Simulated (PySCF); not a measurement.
**Computed properties of Se(SMe)(SiH3) (CH₆SSeSi), SMILES S(C)[Se][SiH3]**

Se(SMe)(SiH3) (CH6SSeSi), SMILES S([Se][SiH3])C. The structure is a stationary point at B3LYP-D3(BJ)/def2-SVP. The structure was generated by enumeration, and PubChem lists no compound with its InChIKey, so it may never have been made. One conformer was computed; it need not be the lowest. All values are computed for the isolated molecule unless a solvent is named; none is compared with measurement here.

**Structure.** All 24 harmonic modes at B3LYP-D3(BJ)/def2-SVP (PySCF) are real, so it is a minimum. With heavy atoms numbered as in [Se:1]([S:2][CH3:3])[SiH3:7], the shortest bond between them is S2–C3 at 1.826 Å and the longest Se1–Si7 at 2.306 Å.

**Vibrations.** The strongest infrared lines (harmonic, unscaled, degenerate partners summed) lie at 911 cm⁻¹ (359 km/mol, H 92 %), 2215 cm⁻¹ (103 km/mol, H 98 %), 2228 cm⁻¹ (87 km/mol, H 96 %). The softest mode is at 76 cm⁻¹ and the zero-point energy is 40.5 kcal/mol.

**Electronic structure.** PBE0/def2-TZVP (PySCF) places the frontier levels at -6.82 and -1.48 eV, a gap of 5.34 eV, and gives a dipole moment of 1.64 D and a mean polarisability of 87.7 bohr³. PBE/def2-TZVP (PySCF) at the same geometry gives -5.64 and -2.39 eV, so its gap is 2.09 eV narrower. An orbital gap is neither the optical nor the fundamental gap.

**Excitations.** TDA-M06-2X/def2-SVPD (PySCF) has S1 at 3.71 eV (334 nm, f = 0.002, dark); the most intense of the 10 singlets computed lies at 6.83 eV (f = 0.18). T1 (TDA) is at 3.17 eV, 0.54 eV under S1. TDA-PBE/def2-SVPD (PySCF) puts S1 at 3.49 eV. No vertical singlet excitation falls in the visible range (under 3.1 eV).

**NMR.** GIAO shifts at B3LYP/pcSseg-1 (PySCF) (non-relativistic, atoms alike by connectivity averaged): ¹³C at 30.2 ppm against TMS; ¹H from 2.5 to 4.9 ppm against TMS; ²⁹Si at -51.0 ppm against TMS.
